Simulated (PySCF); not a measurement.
IK, singlet, at a GFN2-xTB geometry (such geometries of metal compounds can be far from the true shape) (all electrons, no relativity); HF/STO-3G (PySCF).

Input for PySCF:
```python
from pyscf import gto, scf

mol = gto.M(
    atom='''
K    -0.00000000   -0.00000000   -2.32381628
I     0.00000000    0.00000000    0.83306621
''',
    basis='sto-3g',
    verbose=4,
)

mf = scf.RHF(mol)
mf.kernel()
```

It wrote (shortened):

```
PySCF version 2.14.0

[INPUT] verbose = 4
[INPUT] num. atoms = 2
[INPUT] num. electrons = 72
[INPUT] charge = 0
[INPUT] spin (= nelec alpha-beta = 2S) = 0
[INPUT] symmetry False subgroup None
[INPUT] Mole.unit = angstrom
[INPUT] Symbol           X                Y                Z      unit          X                Y                Z       unit  Magmom
[INPUT]  1 K      0.000000000000   0.000000000000  -2.323816280000 AA    0.000000000000   0.000000000000  -4.391376333006 Bohr   0.0
[INPUT]  2 I      0.000000000000   0.000000000000   0.833066210000 AA    0.000000000000   0.000000000000   1.574266980529 Bohr   0.0

nuclear repulsion = 168.7999008783
number of shells = 18
number of NR pGTOs = 120
number of NR cGTOs = 40
basis = sto-3g
ecp = {}

******** <class 'pyscf.scf.hf.RHF'> ********
method = RHF
initial guess = minao
damping factor = 0
level_shift factor = 0
DIIS = <class 'pyscf.scf.diis.CDIIS'>
diis_start_cycle = 1
diis_space = 8
diis_damp = 0
SCF conv_tol = 1e-09
SCF conv_tol_grad = None
SCF max_cycles = 50
direct_scf = True
direct_scf_tol = 1e-13
Set gradient conv threshold to 3.16228e-05
Initial guess from minao.
init E= -7421.07352363168
  HOMO = -0.66297253184771  LUMO = -0.0793150155208437  gap/eV = 15.88213
cycle= 1 E= -7443.81277555402  delta_E= -22.7  |g|= 0.18  |ddm|= 1.43
  HOMO = -0.105776244891359  LUMO = 0.110304589273553  gap/eV = 5.87986
cycle= 2 E= -7443.85195084417  delta_E= -0.0392  |g|= 0.0513  |ddm|= 0.838
  HOMO = -0.152197083910194  LUMO = 0.138036203784836  gap/eV = 7.89765
cycle= 3 E= -7443.85508265535  delta_E= -0.00313  |g|= 0.00902  |ddm|= 0.252
  HOMO = -0.160885072973537  LUMO = 0.138069093911626  gap/eV = 8.13496
cycle= 4 E= -7443.85521167583  delta_E= -0.000129  |g|= 0.00258  |ddm|= 0.049
  HOMO = -0.162024836978176  LUMO = 0.138189036869611  gap/eV = 8.16924
cycle= 5 E= -7443.85522524468  delta_E= -1.36e-05  |g|= 0.000345  |ddm|= 0.0197
  HOMO = -0.162202108960593  LUMO = 0.138224696074738  gap/eV = 8.17503
cycle= 6 E= -7443.85522547529  delta_E= -2.31e-07  |g|= 3.08e-05  |ddm|= 0.00271
  HOMO = -0.16222127834227  LUMO = 0.138230587482015  gap/eV = 8.17571
cycle= 7 E= -7443.85522547672  delta_E= -1.43e-09  |g|= 2.6e-06  |ddm|= 0.000212
  HOMO = -0.162223054135328  LUMO = 0.138230598552625  gap/eV = 8.17576
cycle= 8 E= -7443.85522547672  delta_E= -5.46e-12  |g|= 4.64e-07  |ddm|= 9.65e-06
  HOMO = -0.162222957050374  LUMO = 0.138230628522309  gap/eV = 8.17576
Extra cycle  E= -7443.85522547672  delta_E= -9.09e-13  |g|= 1.24e-07  |ddm|= 2.23e-06
converged SCF energy = -7443.85522547672
```
